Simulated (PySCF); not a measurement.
C2H6ClFSi, SMILES CC[Si@@H](F)Cl. Geometry optimised at PBE-D3(BJ)/def2-SVP. The structure was generated by enumeration; whether it is a known compound was not checked. Other conformers were not sampled.

Q: Give the equilibrium geometry at PBE-D3(BJ)/def2-SVP (PySCF confirms it by a frequency run) as Cartesian coordinates in Å. (An estimate is asked for; the answer gives what the named calculation found.)

A: Several could match; the one computed here: 
```xyz
11

C     -2.2253    -0.5050     0.1813
C     -1.2415    -0.4368    -0.9952
Si     0.4163     0.3154    -0.5688
F      0.1934     1.8469    -0.0312
Cl     1.2939    -0.7593     0.9773
H     -1.8083    -1.1047     1.0153
H     -3.1874    -0.9658    -0.1200
H     -2.4454     0.5063     0.5787
H     -1.6593     0.1614    -1.8359
H     -1.0420    -1.4487    -1.4125
H      1.3787     0.3732    -1.7127
```
